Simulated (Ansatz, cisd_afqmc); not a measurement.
System: SeO, charge 0, triplet. SeO (SMILES O=[Se], triplet).
B3LYP-D3(BJ)/def2-TZVP minimum from Ansatz (a quantum-chemistry and plane-wave program):
```xyz
2

O      0.0000     0.0000    -1.3342
Se     0.0000     0.0000     0.3139
```
Charge 0, spin multiplicity 3.

Total energies in cc-pVDZ, 12 correlated electrons, 15 frozen orbitals. UHF or UKS for unpaired electrons; spin-orbit terms are left out. Cores are frozen in correlated methods (noble-gas shells, and filled d and f shells in the p block). No relativity. AFQMC is phaseless with a CISD trial state; ± is one standard error, without the phaseless bias. Outlying blocks are dropped, and bars are widened where a walk drifts. Over all cases where full CI ran beside it in this data, AFQMC minus full CI had a median of +0.1 mEh and passed +0.4 mEh in a tenth of the cases. The UHF reference of OSe (O=[Se], triplet) is spin-contaminated (<S^2> up to 0.07 over the pure value in the sets run). The determinant of OSe (O=[Se], triplet) is a saddle point of the SCF energy; a lower one exists, which strains HF and MP2.

| method | program | energy (Eh) | minus CCSDTQ (mEh) |
|---|---|---|---|
| HF | Ansatz | -2474.61739 | 309.10 |
| MP2 | Ansatz | -2474.90715 | 19.34 |
| CCSD | Ansatz | -2474.91374 | 12.75 |
| CCSD(T) | Ansatz | -2474.92427 | 2.21 |
| CCSDT(Q) | Ansatz | -2474.92673 | -0.24 |
| CCSDTQ | Ansatz | -2474.92649 | 0.00 |
| AFQMC/CISD | cisd_afqmc | -2474.9244 ± 0.0004 | 2.1 ± 0.4 |

Rough core times of Ansatz's runs on a shared machine: CCSD(T) under 20 s, CCSDT(Q) under 20 s, CCSDTQ 5 min.
